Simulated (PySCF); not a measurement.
This PySCF input asks for the NMR shieldings of `C1SC[C@@H](F)CS[SiH2]1`, C4H9FS2Si; the geometry comes from GFN2-xTB.

```python
import basis_set_exchange as bse
import numpy as np
from pyscf import gto, dft
from pyscf.prop import nmr

atoms = """
F     2.735282   -0.479883   -0.967511
C     1.840774   -0.145642    0.031601
C     0.882621   -1.311170    0.257078
S    -0.454749   -1.475739   -0.975958
C    -1.871868   -0.814056   -0.021339
Si   -1.836846    1.085079    0.158226
S     0.050245    1.756061    0.944529
C     1.177660    1.164409   -0.362969
H     2.443841   -0.006610    0.940090
H     1.453711   -2.238827    0.208469
H     0.419796   -1.222133    1.237944
H    -2.744840   -1.123345   -0.591822
H    -1.894732   -1.343037    0.930821
H    -1.980732    1.680122   -1.165836
H    -2.796354    1.517654    1.159192
H     0.629426    1.037784   -1.295783
H     1.939767    1.931364   -0.496641
"""
names = dict.fromkeys(["F", "C", "S", "Si", "H"], "pcSseg-1")
basis = {el: gto.basis.parse(bse.get_basis(n, elements=[el], fmt="nwchem")) for el, n in names.items()}
mol = gto.M(atom=atoms, basis=basis, charge=0, verbose=0)
mf = dft.RKS(mol, xc="PBE0")
mf.grids.level = 2
mf.grids.alignment = dft.numint.BLKSIZE   # the property module wants whole blocks of grid points
mf.conv_tol = 1e-9
mf.kernel()

calc = nmr.RKS(mf)   # GIAO
C = mf.mo_coeff
Co = C[:, mf.mo_occ > 0]
resp = mf.gen_response(singlet=True, hermi=2)
def vind(x):   # induced exchange potential for any number of trial vectors
    d = np.einsum("pi,xij,qj->xpq", C, 2 * x.reshape(-1, C.shape[1], Co.shape[1]), Co, optimize=True)
    return np.einsum("xpq,pi,qj->xij", resp(d - d.transpose(0, 2, 1)), C, Co, optimize=True).ravel()
mo1, _ = nmr.rhf.solve_mo1(calc, with_cphf=vind)
sigma = calc.kernel(mo1)
for i, s in enumerate(sigma):   # ppm
    print("%2d %-2s %9.2f" % (i, mol.atom_pure_symbol(i), np.trace(s) / 3))
```

Question: What are the results?

Answer: 
```
 0 F     363.31
 1 C      90.91
 2 C     141.11
 3 S     583.93
 4 C     160.68
 5 Si    378.15
 6 S     678.78
 7 C     155.76
 8 H      26.75
 9 H      28.26
10 H      28.81
11 H      29.94
12 H      29.85
13 H      26.79
14 H      26.93
15 H      27.92
16 H      28.81
```

These numbers come from an equivalent density-fitted implementation of the same equations, which agrees with the script to about 0.01 ppm for H and up to a few tenths of a ppm for heavy atoms, so last digits may differ.

Question: Turn these shieldings into chemical shifts. References, each an isolated molecule treated in the same way: 19F (σref 170.95) vs CFCl3; 13C (σref 186.93), 29Si (σref 349.16), 1H (σref 31.72) vs TMS; 33S (σref 503.73) against CS2.

Answer: Averaging equivalent atoms: F 0: -192.4; C 1: 96.0; C 2: 45.8; C 7: 31.2; C 4: 26.2; S 3: -80; S 6: -175; Si 5: -29.0; H 8: 4.97; H 13: 4.92; H 14: 4.79; H 15: 3.80; H 9: 3.46; H 10: 2.91; H 16: 2.91; H 12: 1.87; H 11: 1.78 ppm. Unscaled 19F shifts against computed CFCl3 carry errors that often reach 10 to 50 ppm.

Size and cost of the density-fitted run: 202 basis functions, 110 s wall time on 1 thread of an Intel Xeon, shared host; peak memory 0.84 GiB.
